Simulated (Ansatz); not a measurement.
AlF2H3Si (`F[SiH](F)[AlH2]`), 7 atoms. Total charge 0; spin multiplicity 1. All runs use 2 threads of an Intel Xeon on a shared host. Correlated methods freeze the cores.

Q: How many basis functions does each run have, and how long does it take in Ansatz? RKS ωB97M-V/def2-QZVPP energy; RKS revPBE-D4/def2-TZVPP energy; RKS PBE0-D4/def2-TZVP relaxation (30 steps); RKS PBE0-D4/def2-SVP energy; RKS r2SCAN0-D4/def2-TZVPP energy; RHF-CCSD(T)/def2-SVP energy; RKS r2SCANh-D4/def2-TZVPP energy; RKS CAM-B3LYP-D4/def2-TZVPP energy; RKS ωB97M-V/def2-SVP energy; RHF-CCSD(T)/def2-TZVPP energy; RHF-MP2/def2-QZVPP energy; direct RPA on PBE orbitals/def2-TZVPP energy. (An estimate is asked.)

A: Ansatz gave: Other jobs shared the machine, so times are rough.

```json
{"level": "RKS PBE0-D4/def2-SVP", "job": "energy", "functions": "79", "wall time": "3 s", "peak host memory (GiB)": "0.36"}
{"level": "RKS revPBE-D4/def2-TZVPP", "job": "energy", "functions": "188", "wall time": "6 s", "peak host memory (GiB)": "0.21"}
{"level": "RHF-CCSD(T)/def2-SVP", "job": "energy", "functions": "79", "wall time": "7 s", "peak host memory (GiB)": "0.36"}
{"level": "direct RPA on PBE orbitals/def2-TZVPP", "job": "energy", "functions": "188", "wall time": "10 s", "peak host memory (GiB)": "0.36"}
{"level": "RKS r2SCANh-D4/def2-TZVPP", "job": "energy", "functions": "188", "wall time": "11 s", "peak host memory (GiB)": "0.42"}
{"level": "RKS CAM-B3LYP-D4/def2-TZVPP", "job": "energy", "functions": "188", "wall time": "11 s", "peak host memory (GiB)": "0.46"}
{"level": "RKS r2SCAN0-D4/def2-TZVPP", "job": "energy", "functions": "188", "wall time": "11 s", "peak host memory (GiB)": "0.43"}
{"level": "RKS ωB97M-V/def2-SVP", "job": "energy", "functions": "79", "wall time": "11 s", "peak host memory (GiB)": "0.36"}
{"level": "RKS ωB97M-V/def2-QZVPP", "job": "energy", "functions": "344", "wall time": "36 s", "peak host memory (GiB)": "1.1"}
{"level": "RHF-MP2/def2-QZVPP", "job": "energy", "functions": "344", "wall time": "46 s", "peak host memory (GiB)": "1.2"}
{"level": "RHF-CCSD(T)/def2-TZVPP", "job": "energy", "functions": "188", "wall time": "88 s", "peak host memory (GiB)": "1.9"}
{"level": "RKS PBE0-D4/def2-TZVP", "job": "relaxation (30 steps)", "functions": "154", "wall time": "4.6 min", "peak host memory (GiB)": "0.32"}
```
